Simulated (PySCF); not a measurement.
Predicted microwave data (wB97X-D/def2-SVPD in PySCF (dipole) on a GFN2-xTB geometry, gas phase) for one isomer of C5H7FSi:

| Property | Result |
| --- | --- |
| Rotational constants | A = 3335, B = 1651, C = 1226 MHz |
| Dipole components | \|μa\| = 0.32 D, \|μb\| = 1.97 D, \|μc\| = 0.38 D |
| Inertial defect | -45.49 u·Å² |
| κ | -0.60 |

Task: Which candidate fits, each taken in the one conformer that was computed?
A. `[CH:1]#[C:2][C@@H:3]1[CH2:4][SiH2:5][C@H:6]1[F:7]` with C2–C3–C4–Si5 -134°, C3–C4–Si5–C6 10°, C4–Si5–C6–F7 -126°, C2–C3–C6–Si5 134°
B. `C[Si@H]1C=CC(F)=C1`
C. `C[Si]1(F)C=CC=C1`
D. `[CH:1]#[C:2][Si@@H:3]1[CH2:4][C@H:5]1[CH2:6][F:7]` with C4–C5–C6–F7 157°

Result: A. It is C#C[C@@H]1C[SiH2][C@H]1F, an asymmetric top, point group C1. The candidates at the same level (rigid rotor, commonest isotopes):

| SMILES | A (MHz) | B (MHz) | C (MHz) | μa (D) | μb (D) | μc (D) | Δ (u·Å²) | point group | rotor |
| --- | --- | --- | --- | --- | --- | --- | --- | --- | --- |
| C[Si@H]1C=CC(F)=C1 | 4613 | 1468 | 1246 | 1.96 | 0.54 | 0.25 | -47.97 | C1 | asymmetric top |
| C[Si]1(F)C=CC=C1 | 3580 | 1701 | 1693 | 0.85 | 0.00 | 1.84 | -139.59 | Cs | near-prolate asymmetric top |
| C#C[Si@@H]1C[C@H]1CF | 4426 | 1112 | 988.2 | 1.21 | 1.58 | 0.22 | -57.38 | C1 | near-prolate asymmetric top |
| C#C[C@@H]1C[SiH2][C@H]1F | 3335 | 1651 | 1226 | 0.32 | 1.97 | 0.38 | -45.49 | C1 | asymmetric top |

`C[Si]1(F)C=CC=C1` has C 38 % too high; `C#C[Si@@H]1C[C@H]1CF` has A 33 % too high; `C[Si@H]1C=CC(F)=C1` has A 38 % too high. No structure here is proved a minimum.
